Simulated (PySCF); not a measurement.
Predicted microwave data (PySCF 2.14.0, PBE0-D3(BJ)/def2-SVP geometry optimisation, gas phase) for one isomer of C9H11N:

| Property | Result |
| --- | --- |
| Rotational constants | A = 3819, B = 710.7, C = 650.6 MHz |
| Dipole components | \|μa\| = 0.71 D, \|μb\| = 1.19 D, \|μc\| = 0.79 D |
| Inertial defect | -66.65 u·Å² |
| κ | -0.96 |

Task: Which candidate fits, each taken in the one conformer that was computed?
A. `[CH2:1]=[CH:2][C@@H:3]([CH3:4])[c:5]1[cH:6][cH:7][n:8][cH:9][cH:10]1` with C1–C2–C3–C4 117°, C2–C3–C5–C6 -67°
B. `[CH2:1]=[CH:2][c:3]1[cH:4][cH:5][cH:6][c:7]([NH:8][CH3:9])[cH:10]1` with C1–C2–C3–C4 0°, C6–C7–N8–C9 -173°
C. `[CH2:1]=[N:2][c:3]1[cH:4][cH:5][c:6]([CH2:7][CH3:8])[cH:9][cH:10]1` with C1–N2–C3–C4 42°, C5–C6–C7–C8 -87°

Result: C. It is C=Nc1ccc(CC)cc1, a near-prolate asymmetric top, point group C1. The candidates at the same level (rigid rotor, commonest isotopes):

```
              SMILES  A (MHz)  B (MHz)  C (MHz)  μa (D)  μb (D)  μc (D)  Δ (u·Å²)  point group                        rotor
C=C[C@@H](C)c1ccncc1     2611    830.5    781.9    2.45    0.38    0.55   -155.78           C1  near-prolate asymmetric top
     C=Cc1cccc(NC)c1     2427    893.1    655.9    2.20    0.44    0.34     -3.56      near Cs               asymmetric top
     C=Nc1ccc(CC)cc1     3819    710.7    650.6    0.71    1.19    0.79    -66.65           C1  near-prolate asymmetric top
```

`C=C[C@@H](C)c1ccncc1` has A 32 % too low; `C=Cc1cccc(NC)c1` has A 36 % too low. No structure here is proved a minimum.
